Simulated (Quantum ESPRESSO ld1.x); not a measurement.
The run below uses ld1.x (Quantum ESPRESSO 7.5).

```
 &input
    zed=59.0,
    iswitch=1,
    rel=2,
    dft='SLA-NOC',
    config='[Xe] 4f3 6s0.5 6p0.5',
    rel_dist='average',
    verbosity='high',
    lsmall=.true.,
    prefix='ld1',
    max_out_wfc=37,
    file_charge='ld1.rho',
 /
```

Output (excerpt):

```
     Program LD1 v.7.5 starts

     --------------------------- All-electron run ----------------------------

     dirac relativistic calculation

     atomic number is 59.00
     dft =SLA-NOC   lsd =0 sic =0 latt =0  beta=0.20 tr2=1.0E-14
     Exchange-correlation= SLA-NOC
                           (   1   0   0   0   0   0   0)
     mesh =2087 r(mesh) = 100.53064 a.u. xmin = -8.00 dx = 0.00800
     1 Ry =  13.60569312 eV, c = 137.03599908

     n l j   nl                  e(Ry)          e(Ha)          e(eV)
     Spin orbit split results
     1 0 0.5 1S 1( 2.00)   -3067.918479344   -1533.959239672 -41741.1573563
     2 0 0.5 2S 1( 2.00)    -493.686612361    -246.843306180  -6716.9485467
     2 1 0.5 2P 1( 2.00)    -466.789000895    -233.394500448  -6350.9878994
     2 1 1.5 2P 1( 4.00)    -431.391028448    -215.695514224  -5869.3739491
     3 0 0.5 3S 1( 2.00)    -106.739654139     -53.369827070  -1452.2669783
     3 1 0.5 3P 1( 2.00)     -95.279232199     -47.639616099  -1296.3399943
     3 1 1.5 3P 1( 4.00)     -88.270740370     -44.135370185  -1200.9846052
     4 0 0.5 4S 1( 2.00)     -21.473033756     -10.736516878   -292.1555077
     4 1 0.5 4P 1( 2.00)     -17.186539797      -8.593269898   -233.8347863
     4 1 1.5 4P 1( 4.00)     -15.668046311      -7.834023155   -213.1746299
     3 2 1.5 3D 1( 4.00)     -68.203444297     -34.101722148   -927.9551330
     3 2 2.5 3D 1( 6.00)     -66.691366791     -33.345683395   -907.3822705
     5 0 0.5 5S 1( 2.00)      -3.250741816      -1.625370908    -44.2285956
     5 1 0.5 5P 1( 2.00)      -2.107214710      -1.053607355    -28.6701167
     5 1 1.5 5P 1( 4.00)      -1.899266613      -0.949633307    -25.8408387
     4 2 1.5 4D 1( 4.00)      -8.620790925      -4.310395463   -117.2918358
     4 2 2.5 4D 1( 6.00)      -8.354708900      -4.177354450   -113.6716054
     4 3 2.5 4F 1( 1.29)      -0.486839277      -0.243419639     -6.6237858
     4 3 3.5 4F 1( 1.71)      -0.461719956      -0.230859978     -6.2820200
     6 0 0.5 6S 1( 0.50)      -0.573364330      -0.286682165     -7.8010191
     6 1 0.5 6P 1( 0.17)      -0.377555189      -0.188777594     -5.1369000
     6 1 1.5 6P 1( 0.33)      -0.357555504      -0.178777752     -4.8647905
     Averaged results
     1 0     1S 1( 2.00)   -3067.918479344   -1533.959239672 -41741.1573563
     2 0     2S 1( 2.00)    -493.686612361    -246.843306180  -6716.9485467
     2 1     2P 1( 6.00)    -443.190352597    -221.595176298  -6029.9119325
     3 0     3S 1( 2.00)    -106.739654139     -53.369827070  -1452.2669783
     3 1     3P 1( 6.00)     -90.606904313     -45.303452157  -1232.7697349
     4 0     4S 1( 2.00)     -21.473033756     -10.736516878   -292.1555077
     4 1     4P 1( 6.00)     -16.174210806      -8.087105403   -220.0613487
     3 2     3D 1(10.00)     -67.296197793     -33.648098896   -915.6114155
     5 0     5S 1( 2.00)      -3.250741816      -1.625370908    -44.2285956
     5 1     5P 1( 6.00)      -1.968582646      -0.984291323    -26.7839314
     4 2     4D 1(10.00)      -8.461141710      -4.230570855   -115.1196976
     4 3     4F 1( 3.00)      -0.472485379      -0.236242690     -6.4284911
     6 0     6S 1( 0.50)      -0.573364330      -0.286682165     -7.8010191
     6 1     6P 1( 0.50)      -0.364222066      -0.182111033     -4.9554937

     final scf error:  8.3E-15 reached in  28 iterations

     Etot =  -18459.794709 Ry,   -9229.897354 Ha, -251158.301922 eV

     Ekin =   19861.197116 Ry,    9930.598558 Ha,  270225.353022 eV
     Encl =  -45051.653819 Ry,  -22525.826910 Ha, -612958.976550 eV
     Eh   =    7138.505582 Ry,    3569.252791 Ha,   97124.316308 eV
     Exc  =    -407.843588 Ry,    -203.921794 Ha,   -5548.994703 eV
```

Run on one thread of a shared host, so times are rough (Intel(R) Xeon(R) Processor @ 2.60GHz): 0.89 s of CPU time, 0.92 s wall, 28 iterations on 2087 mesh points.
